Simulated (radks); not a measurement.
Values are calculated unless marked as measured or tabulated.
Spherical quantum dot in the effective-mass picture: electrons in a hard-walled sphere of radius 2.14, with a point charge +2 (a donor) at the centre, all in effective atomic units (hartree* = m*/eps^2 hartree, bohr* = eps/m* bohr), one dielectric constant everywhere. Level of theory: non-relativistic Kohn-Sham, PBEsol, spin-polarised, spherical densities (a radial shooting solver with Libxc functionals). Levels are named by radial order and angular momentum (1s, 1p, 1d, 2s, ...), and open shells are averaged over m. Results are scaled to m* = 0.047 and eps = 11.7, for which hartree* = 9.343 meV and bohr* = 13.17 nm.

N = 41, configuration 1s2 1p6 1d10 2s2 1f14 1g(up 7, down 0). This is the lowest configuration that the search found. Occupied and some empty levels:

level    occupation  eigenvalue (meV)  <r> (nm)
1s up             1            227.82     17.42
1s down           1            228.59     17.20
1p up             3            234.46     19.42
1p down           3            235.42     19.35
1d up             5            244.03     20.24
1d down           5            245.07     20.20
2s up             1            250.59     11.08
2s down           1            250.91     11.23
1f up             7            256.81     20.83
1f down           7            257.91     20.81
1g up             7            272.61     21.31
1g down           0            273.75     21.30
2p up             0            277.88     14.19
2p down           0            278.27     14.20
1h up             0            291.27     21.72
1h down           0            292.44     21.71
3s up             0            296.73     13.62
3s down           0            297.20     13.63
2d up             0            301.12     15.84
2d down           0            301.63     15.83

Energy (meV): total 5696.48, kinetic 1877.7, external -570.63, Hartree 4734.9, exchange-correlation -345.51.

Electron density:

r (nm)  n(r) (e/nm^3)
0.816        0.002163
2.22         0.001417
3.62        0.0009357
5.02        0.0006242
6.42        0.0004256
7.83        0.0003050
9.23        0.0002425
10.6        0.0002271
12.0        0.0002530
13.4        0.0003175
14.8        0.0004158
16.2        0.0005397
17.6        0.0006681
19.0        0.0007737
20.4        0.0008179
21.9        0.0007676
23.3        0.0006126
24.7        0.0003812
26.1        0.0001551
27.5       0.00001831
